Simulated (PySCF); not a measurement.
C₃H₄F₂Se.
Atom-mapped SMILES: `[F:1][CH:2]([F:3])[CH2:4][CH:5]=[Se:6]` (hydrogens: H7 on C2; H8, H9 on C4; H10 on C5)

Vertical excitations from PySCF (density fitting, frozen core in the response, grid level 2 and gas phase unless stated; continuum runs use non-equilibrium linear response for the excitations) on a GFN2-xTB geometry. Reference run:

```csv
settings,"S1, eV (f)","S2, eV (f)","S3, eV (f)","S4, eV (f)","S5, eV (f)","S6, eV (f)","T1, eV (Tamm–Dancoff)",mean α (au)
"PBE0/def2-SVPD, full TDDFT, 6 singlets",2.01 (0.000),5.33 (0.254),5.78 (0.003),5.90 (0.048),6.16 (0.081),6.57 (0.006),1.51,68.4
```

Q: What do these settings give: (1) PBE0/def2-SVPD, grid level 4, TDA, 12 singlets; (2) OPBE/6-31G, IEF-PCM methanol, grid level 3, start guess sap, full TDDFT, 25 singlets; (3) PBE/def2-SVPD, IEF-PCM benzene, full TDDFT, 6 singlets?

A: 
```tsv
settings	S1, eV (f)	S2, eV (f)	S3, eV (f)	S4, eV (f)	S5, eV (f)	S6, eV (f)	T1, eV (Tamm–Dancoff)	mean α (au)
PBE0/def2-SVPD, grid level 4, TDA, 12 singlets	2.04 (0.000)	5.68 (0.228)	5.87 (0.032)	5.95 (0.137)	6.17 (0.085)	6.61 (0.004)	–	68.4
OPBE/6-31G, IEF-PCM methanol, grid level 3, start guess sap, full TDDFT, 25 singlets	2.17 (0.000)	4.53 (0.097)	5.59 (0.179)	5.82 (0.001)	5.89 (0.073)	6.26 (0.001)	1.71	66.2
PBE/def2-SVPD, IEF-PCM benzene, full TDDFT, 6 singlets	1.94 (0.000)	4.61 (0.133)	5.31 (0.118)	5.41 (0.122)	5.67 (0.083)	5.78 (0.030)	1.49	82.4
```

(1) S1 moves by +0.03 eV. (2) S1 moves by +0.16 eV; functional, basis and environment change together, so the shift can't be laid on one. (3) S1 moves by -0.07 eV; functional and environment change together, so the shift can't be laid on one. States are counted by energy in each run and needn't keep their character from row to row.

Q: Which orbital pairs make up S1 in each run, and how does it sit against the orbital gap?

A: 
```tsv
settings	S1 configurations (weight)	S1 (eV)	orbital gap (eV)	S1 − gap (eV)
PBE0/def2-SVPD, full TDDFT, 6 singlets	H→L 1.00	2.01	3.70	-1.69
PBE0/def2-SVPD, grid level 4, TDA, 12 singlets	H→L 1.00	2.04	3.70	-1.66
OPBE/6-31G, IEF-PCM methanol, grid level 3, start guess sap, full TDDFT, 25 singlets	H→L 1.00	2.17	1.96	+0.21
PBE/def2-SVPD, IEF-PCM benzene, full TDDFT, 6 singlets	H→L 1.00	1.94	1.74	+0.20
```

Geometry: GFN2-xTB, one conformer. Relativistic effects, spin–orbit coupling among them, are left out although an element past zinc is present.

Shape of the structure used: `[F:1][CH:2]([F:3])[CH2:4][CH:5]=[Se:6]`: F1–C2–C4–C5 -64°, C2–C4–C5–Se6 -125°.
